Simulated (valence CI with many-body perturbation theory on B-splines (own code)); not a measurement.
Te39+: key properties

Level of theory: configuration interaction combined with many-body perturbation theory (CI+MBPT): three valence electrons over a frozen Dirac-Fock core [Ne], a basis of 9 s, 9 p, 8 d, 6 f, 3 g, 1 h functions for each j, with the one-electron correlation potential Σ1, the two-electron term Σ2, the three-electron term Σ3, Breit, model QED; selected CI, second order for the rest, scaled by the run's own slope (own B-spline code, finite nucleus).

The last digits are not significant, and no measured levels were compared; by estimate large intervals hold to a few tenths of a per cent, small ones and those within an open d or f shell to about a per cent.

Levels are named by their leading jj configuration (3d3/2^4 stands for four electrons in 3d with j = 3/2), which in mixed levels can hold well under half, so a name can repeat and another be missing.

Rates and lifetimes use the calculated energies. Strong lines usually hold to 10 to 20 %, long lifetimes can be off by a factor of two.

Question: What is the ground level?

Answer: (3s^2 3p1/2) J=1/2, composition 99 % 3s2.3p 2P°, g = 0.658.

Question: What is the ionisation energy?

Answer: 2789.6 eV; NIST lists 2788 ± 4 eV (theoretical).

Question: How well does LS coupling describe the low levels?

Answer: Among the lowest 20 levels the leading LS term, summed over configurations, holds 69 % on average. For single configurations the figures are 64 % in LS and 84 % in jj coupling. Terms mix most in the J = 5/2 level at 2496.5 × 10³ cm⁻¹, where the leading one holds 32 %.

Question: Where does the other parity begin?

Answer: At (3s 3p1/2^2) J=1/2, 769.71 × 10³ cm⁻¹.

Question: Among levels below 3210.3 × 10³ cm⁻¹, which E1 lines absorb most strongly from the ground level?

Answer: to (3s^2 3d3/2) J=3/2 at 5.719 nm, f = 0.352; to (3s 3p1/2 3p3/2) J=1/2 at 6.811 nm, f = 0.186; to (3s 3p1/2 3p3/2) J=3/2 at 7.135 nm, f = 0.107.
